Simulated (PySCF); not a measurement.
Structure from NMR data

An unknown has the formula C$_{7}$H$_{7}$FO. Its calculated NMR data are:

$^{1}$H NMR (500 MHz, computed): δ 7.45 (m, 1H), 6.93 (d, 1H), 6.80 (m, 1H), 6.66 (m, 1H), 3.74 (s, 3H).

$^{13}$C{$^{1}$H} NMR (computed): δ 174.8 (C), 169.5 (C), 137.2 (CH), 117.9 (CH), 111.4 (CH), 101.9 (CH), 57.0 (CH3).

PySCF 2.14 calculation with GIAO B97-2/pcSseg-2 shieldings and PBE0-D3(BJ)/def2-TZVP structure; single conformer, equivalent nuclei averaged, in vacuum, non-relativistic.

References, each an isolated molecule treated in the same way: $^{1}$H (σref 31.64), $^{13}$C (σref 185.38) against TMS.

Question: Deduce the structure.

Answer: 
Rings plus π bonds: 4 (1 ring in the answer). 7 carbon signals for 7 carbons: no two carbons are equivalent. Carbon types of the structure: 2 × C, 4 × CH, 1 × CH3, which accounts for all hydrogens. δC 174.8: aromatic carbon bearing fluorine; σ withdrawal by the attached heteroatom moves it downfield of the ring CH carbons. δC 169.5: aromatic carbon bearing oxygen; an ipso carbon deshielded by its heteroatom. δC 137.2, 117.9, 111.4, 101.9: aromatic CH. δC 57.0: methyl carbon bonded to O; deshielded by the electronegative neighbour. δH 7.45, 6.93, 6.80, 6.66: hydrogen on an aromatic CH. δH 3.74: hydrogen on a methyl carbon bonded to O; its carbon carries O, hence the downfield position.

These data were computed for SMILES C1=CC(F)=CC(OC)=C1.

The data come from this structure; uniqueness wasn't tested.

Splittings by $^{19}$F in the carbon and heteronuclear signals aren't shown, as no couplings were computed. Shifts are as computed. Against solution values, carbons near 30 ppm lie about +3 ppm off and those near 130 ppm about +7 ppm. Of 1309 compounds with measured shifts, 239 miss one by over three times the rms of a fit or turn the order of signals round; such compounds aren't used in these exercises. Multiplicities follow the n + 1 count of equivalent neighbours, as no J values were calculated; m marks all less simple cases, F and P coupling included.
